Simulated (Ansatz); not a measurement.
Geometry optimisation, Ansatz, RKS PBE0-D4/def2-SVP.

The input (input.yaml):

```yaml
crystal:
  periodic: [false, false, false]
  atoms:
    - { symbol: Si, position_ang: [-0.400725, 1.432294, -0.561325] }
    - { symbol: C, position_ang: [0.001172, -1.399528, 0.849585] }
    - { symbol: F, position_ang: [-1.21064, 0.318318, -1.401682] }
    - { symbol: F, position_ang: [-0.828559, 1.328662, 0.988141] }
    - { symbol: H, position_ang: [-0.833571, 2.776086, -1.000649] }
    - { symbol: H, position_ang: [0.881946, -0.816962, 0.593666] }
    - { symbol: S, position_ang: [1.704966, 1.215926, -0.915929] }
    - { symbol: H, position_ang: [-0.48153, -0.954727, 1.732194] }
    - { symbol: H, position_ang: [0.310719, -2.430413, 1.082341] }
    - { symbol: H, position_ang: [-0.709575, -1.424394, 0.011852] }
    - { symbol: H, position_ang: [1.565798, -0.045262, -1.378294] }
basis:
  gaussian: { orbitals: def2-SVP }
hamiltonian:
  xc: pbe0
  dispersion: d4
relax:
  f_tol: 0.03
  max_steps: 50
```

Command:

```bash
$ ansatz run input.yaml --threads 2 --pin off --max-ram 3072MiB --backend cpu --events-out ev --progress --plain --runs-dir out
```

Q: Where does it end, and by what steps?

A: The run converged. The force dipped under the threshold on the way, but the program's further checks kept it going. After 20 steps the energy has fallen by 0.211 eV; H6 moved furthest, 1.12 Å.

| step | energy less start (eV) | largest force component (eV/Å) | accepted |
| --- | --- | --- | --- |
| 0 | 0.0000 | 0.728 | yes |
| 1 | -0.1456 | 0.218 | yes |
| 2 | -0.1508 | 0.697 | yes |
| 3 | -0.1757 | 0.333 | yes |
| 4 | -0.1828 | 0.208 | yes |
| 5 | -0.1886 | 0.292 | yes |
| 6 | -0.1943 | 0.082 | yes |
| 7 | -0.1951 | 0.087 | yes |
| 8 | -0.1961 | 0.052 | yes |
| 9 | -0.1968 | 0.035 | yes |
| 10 | -0.1970 | 0.178 | yes |
| 11 | -0.1987 | 0.089 | yes |
| 12 | -0.2006 | 0.129 | yes |
| 13 | -0.1971 | 0.397 | no |
| 14 | -0.2033 | 0.069 | yes |
| 15 | -0.2055 | 0.107 | yes |
| 16 | -0.2027 | 0.328 | no |
| 17 | -0.2081 | 0.011 | yes |
| 18 | -0.2094 | 0.067 | yes |
| 19 | -0.2097 | 0.146 | yes |
| 20 | -0.2108 | 0.022 | yes |

```xyz
11
Properties=species:S:1:pos:R:3
Si -0.544 1.697 -0.739
C 0.150 -1.694 0.856
F -1.439 0.502 -1.350
F -0.810 1.644 0.853
H -1.004 2.993 -1.275
H 1.231 -1.868 0.751
S 1.499 1.431 -1.189
H -0.027 -0.772 1.427
H -0.296 -2.545 1.389
H -0.318 -1.606 -0.134
H 1.558 0.219 -0.590
```

Time of the run: 49 s on 2 threads of Intel(R) Xeon(R) Platinum 8488C (Sapphire Rapids) (shared host), peak memory 0.26 GiB.
